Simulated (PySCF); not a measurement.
CH6AlFGe.
Bonds: F1–Al2, Al2–C3, C3–Ge4. Hydrogens: H5 on Al2; H6, H7 on C3; H8, H9, H10 on Ge4.

Method: PySCF, PBE0-D3(BJ)/def2-SVP geometry optimisation, gas phase.

How far are the bound atoms from Al2?

3 atoms: H5 1.581 Å, F1 1.670 Å, C3 1.942 Å. The nearest atom not counted as bound is H7, at 2.53 Å (others tie with it).

List the angles at Al2.

```csv
angle,degrees,distance of the outer atoms (Å)
C3–Al2–H5,125.7,3.14
F1–Al2–C3,118.9,3.11
F1–Al2–H5,115.4,2.75
```

What is the shape at Al2?

Planar: angles 125.7°, 118.9° and 115.4°, sum 360.0°, 0.00 Å off the plane of its three neighbours.

What are the other bond lengths?

C3–Ge4 1.955 Å; C3–H6, C3–H7 1.105 Å; Ge4–H8, Ge4–H9, Ge4–H10 1.542 Å.

Give some angles away from the centre.

Al2–C3–Ge4 114.7°.

What are the rotational constants (commonest isotopes, rigid rotor)?

A = 17175, B = 1055, C = 1012 MHz: a near-prolate asymmetric top.

Point group: Cs (every atom within 0.08 Å of its image). Charge 0, singlet. Whether it is a minimum is left open (no frequencies).

The values belong to the conformer `[F:1][AlH:2][CH2:3][GeH3:4]`: F1–Al2–C3–Ge4 -179°.
